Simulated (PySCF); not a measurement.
Al(Me)(H) (CH₄Al), SMILES [CH3][AlH+], charge +1.

Coordinates come from a PBE0-D3(BJ)/def2-TZVP optimisation. The spin state was assumed, not searched. The isomer is the one that the SMILES or the coordinates give; other isomers of the formula were not compared.

These are PBE/def2-TZVPD (PySCF) values and carry that method's errors.

Symmetry labels are those of the subgroup Cs that the program uses (full group C3v).

Computed valence orbital energies around the gap with their symmetry:
```
orbital  symmetry  energy (eV)
-------  --------  -----------
HOMO−7         A'       -76.81
HOMO−6         A"       -76.81
HOMO−5         A'       -76.43
HOMO−4         A'       -22.86
HOMO−3         A'       -16.07
HOMO−2         A"       -15.60
HOMO−1         A'       -15.60
HOMO           A'       -13.70
LUMO           A"        -8.12
LUMO+1         A'        -8.12
LUMO+2         A'        -7.62
LUMO+3         A'        -4.05
```
